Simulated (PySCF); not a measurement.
FeCl₂, SMILES [Cl][Fe][Cl] (connectivity only; charge and spin as stated), neutral, multiplicity 5. Atoms are numbered in the order given.

```xyz
3

Fe     0.0000     0.0000     0.0000
Cl     0.0000     0.0000    -2.1222
Cl     0.0000     0.0000     2.1222
```
Charge 0, spin multiplicity 5.

Geometry optimised at PBE-D3(BJ)/def2-TZVP. The spin state was assumed, not searched. The isomer is the one that the SMILES or the coordinates give; other isomers of the formula were not compared.

Method: PBE-D3(BJ)/def2-TZVP (PySCF).

Frequencies are harmonic and unscaled.

Modes within 1.5 cm⁻¹ of each other (mostly degenerate sets) share a row, with their intensities summed.

**Question.** Give all harmonic wavenumbers and intensities. (An estimate is asked for; the answer gives what the named calculation found.)

**Answer.** 
```json
[
 {"mode": "1–2", "ν (cm⁻¹)": "77", "IR (km/mol)": "23.0", "moving atoms (share of kinetic energy)": "Fe 56 %, Cl 44 %"},
 {"mode": "3", "ν (cm⁻¹)": "343", "IR (km/mol)": "0.0", "moving atoms (share of kinetic energy)": "Cl 100 %"},
 {"mode": "4", "ν (cm⁻¹)": "491", "IR (km/mol)": "138.9", "moving atoms (share of kinetic energy)": "Fe 56 %, Cl 44 %"}
]
```
